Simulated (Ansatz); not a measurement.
Input and output for cyclo-(H2SnNH)2 (Sn2N2H6).

```yaml
crystal:
  periodic: [false, false, false]
  atoms:
    - {symbol: Sn, position_ang: [0.911835, -0.431283, -1.173400]}
    - {symbol: H, position_ang: [1.006552, 0.153464, -2.791504]}
    - {symbol: H, position_ang: [2.059167, -1.704697, -0.914050]}
    - {symbol: N, position_ang: [0.836410, 1.062998, 0.252141]}
    - {symbol: Sn, position_ang: [-0.948190, 0.488024, 1.121210]}
    - {symbol: H, position_ang: [-0.854103, -0.264859, 2.679906]}
    - {symbol: H, position_ang: [-2.156265, 1.716679, 1.110263]}
    - {symbol: N, position_ang: [-1.020743, -0.769638, -0.519086]}
    - {symbol: H, position_ang: [1.639789, 1.429446, 0.756472]}
    - {symbol: H, position_ang: [-1.474462, -1.680114, -0.521953]}
basis:
  gaussian: {orbitals: STO-3G}
hamiltonian: {xc: {name: revPBE}}
scf: {omitted_lower_state_checks: [starts]}
output: {forces: true}
```

```sh
$ ansatz run in.yaml --threads 4 --pin off --events-out ev --progress --plain --max-ram 3916MiB
```

Shortened log:

```
Functional definition: revPBE
952 factors; integrals over basis functions are off by at most 3.2e-5 eV
mean field evaluation 1: about -327663.4791 eV, gradient 3.9e1 eV
mean field evaluation 2: about -327625.3728 eV, gradient 1.0e2 eV
mean field evaluation 4: about -327668.9901 eV, gradient 2.4e0 eV
mean field evaluation 8: about -327668.8172 eV, gradient 3.3e-1 eV
mean field -327668.81751962 eV, -12041.6069419445 hartree, gradient 5.5e-5 eV, S^2 0.000000; 0 other end points of the search recorded, 0 dependent functions left out
reference -327668.81755093 eV, -12041.6069430950 hartree; 60, 60 occupied and 10, 10 virtual orbitals, 952 factors
Total energy: -327668.81755093 eV, -12041.6069430950 hartree
Atom 0 at     0.911835    -0.431283    -1.173400 Å, force    -0.367826     0.114266     0.717925 eV/Å
Atom 1 at     1.006552     0.153464    -2.791504 Å, force     0.012135    -0.366713     0.842694 eV/Å
Atom 2 at     2.059167    -1.704697    -0.914050 Å, force    -0.566857     0.686269    -0.260525 eV/Å
Atom 3 at     0.836410     1.062998     0.252141 Å, force    -2.476129    -1.431450    -1.434021 eV/Å
Atom 4 at    -0.948190     0.488024     1.121210 Å, force     0.579503    -0.353681    -0.450585 eV/Å
Atom 5 at    -0.854103    -0.264859     2.679906 Å, force    -0.144241     0.477429    -0.781995 eV/Å
Atom 6 at    -2.156265     1.716679     1.110263 Å, force     0.623980    -0.669112     0.088048 eV/Å
Atom 7 at    -1.020743    -0.769638    -0.519086 Å, force     1.606635     2.705703     0.218827 eV/Å
Atom 8 at     1.639789     1.429446     0.756472 Å, force     1.337441     0.418776     0.916552 eV/Å
Atom 9 at    -1.474462    -1.680114    -0.521953 Å, force    -0.604641    -1.581487     0.143080 eV/Å
Dipole moment:     0.142274    -0.219701     0.203389 e Å
Checks for a lower state left out: starts
```

Hardware: 4 threads of Arm Neoverse V1 on a shared host. Wall time 1.4 s.
